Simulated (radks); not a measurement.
Problem. These are the eigenvalues of the occupied orbitals of an atom or ion with whole-number occupations (hartree). Calculated with a radial shooting solver on a logarithmic mesh with Libxc functionals: scalar-relativistic Kohn-Sham, PBEsol, spin-polarised, spherical densities, finite nucleus; Fermi nuclear charge, rms radius of each element as measured or else 0.836 A^(1/3) + 0.57 fm.

orbital  eigenvalue
1s up     -1031.546
1s down   -1031.532
2s up     -164.8477
2s down   -164.8395
2p up     -149.2586
2p down   -149.2463
3s up     -40.70496
3s down   -40.69135
3p up     -35.59696
3p down   -35.58161
3d up     -27.71355
3d down   -27.69818
4s up     -14.94227
4s down   -14.86869
4p up     -13.23417
4p down   -13.16140

Which element is it, and in what charge state? The configuration may be excited. Open shells, if any, are filled with parallel spins first.

Solution. Z = 49, indium, charge +14: In14+ in [Ar] 3d10 4s2 4p5. The list shows which subshells hold electrons but not how many an open one holds; the 1s level, -1031.5 hartree, gives Z - s = 45.4 by -(Z - s)^2/2, which with screening and relativity narrows Z to a few neighbours, and the depths of the outer levels then fix element, charge and occupations together.
